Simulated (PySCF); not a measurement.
Frontier orbitals and the lowest excitations

Species: C5H12Si.
Z-matrix (Å and degrees, GFN2-xTB geometry), rows numbered from 1:
```
C 
C   1  1.5276
C   2  1.5278  1  112.59
Si  3  1.8997  2  110.74  1   -56.87
C   4  1.9001  3  103.45  2    43.67
C   1  1.5274  2  113.32  3    69.22
H   1  1.0931  2  109.19  3   -52.78
H   1  1.0935  2  108.72  3  -169.84
H   2  1.0946  1  108.80  3   121.52
H   2  1.0931  1  108.96  3  -121.74
H   3  1.0907  2  109.34  1  -179.93
H   3  1.0920  2  108.78  1    64.18
H   4  1.4671  3  111.41  2   163.61
H   4  1.4698  3  110.16  2   -74.18
H   5  1.0907  4  111.43  3  -165.56
H   5  1.0921  4  110.02  3    76.66
H   6  1.0944  1  108.82  2   169.26
H   6  1.0931  1  109.00  2    52.55
```

Computed, not measured: PySCF, TDDFT PBE0/def2-SVPD, vertical, gas phase, core orbitals frozen in the response.

Frontier orbitals with the atoms that hold most of them (Löwdin shares over 4%, at most four atoms; ? is withheld):

| orbital | ε (eV) | atoms |
| --- | --- | --- |
| HOMO-3 | -9.35 | C1 21%, Si4 12%, C2 11%, C6 11% |
| HOMO-2 | -8.97 | Si4 21%, H14 16%, H13 10%, C3 8% |
| HOMO-1 | -8.29 | ? |
| HOMO | ? | C3 19%, C5 19%, Si4 17%, C2 8% |
| LUMO | 0.65 | ? |
| LUMO+1 | 0.95 | Si4 24%, H14 11%, H13 10%, C5 10% |
| LUMO+2 | 1.32 | Si4 29%, H14 15%, H7 7%, C1 7% |

(1) Which atoms hold the LUMO, and with what shares?

(2) Which atoms hold the HOMO-1, and with what shares?

(3) What is the HOMO energy, and the HOMO–LUMO gap?

Results:

(1) Si4 (bonded to 2 C and 2 H) 18%; C6 (bonded to 2 C and 2 H) 7%; C2 (bonded to 2 C and 2 H) 7%; C1 (bonded to 2 C and 2 H) 7%. By element: carbon 22% or more, silicon 18%.

(2) Si4 (bonded to 2 C and 2 H) 18%; C5 (bonded to C, Si and 2 H) 14%; C3 (bonded to C, Si and 2 H) 14%; C6 (bonded to 2 C and 2 H) 9%. By element: carbon 38% or more, silicon 18%.

(3) ε(HOMO) = -7.68 eV; the gap is 8.33 eV (0.3060 hartree).

**Question.** How does S1 compare with the orbital gap of 8.33 eV?

**Answer.** S1 is at 7.21 eV (f = 0.0017), 1.12 eV below the gap, made of HOMO→LUMO (98%). Without the coupling terms of the response equations the lowest excitation would equal the gap.

**Question.** One configuration dominates each of S1, S2, S3 and S6. Which, and how do the shares of the two leading atoms of either orbital change from the occupied to the empty one?

**Answer.** 
- S1 (7.21 eV, f 0.0017), HOMO→LUMO (98%): C3 19% → at most 8%, C5 19% → at most 8%, Si4 17% → 18%, C6 at most 9% → 7%
- S2 (7.51 eV, f 0.019), HOMO→LUMO+1 (97%): C3 19% → at most 10%, C5 19% → 10%, Si4 17% → 24%, H14 at most 9% → 11%
- S3 (7.84 eV, f 0.021), HOMO-1→LUMO (92%): Si4 18% → 18%, C5 14% → at most 8%, C6 9% → 7%
- S6 (8.04 eV, f 0.027), HOMO-1→LUMO+1 (73%): Si4 18% → 24%, C5 14% → 10%, H14 at most 10% → 11%

Löwdin shares depend on the basis, the more so with diffuse functions.

One conformer stands for the species.
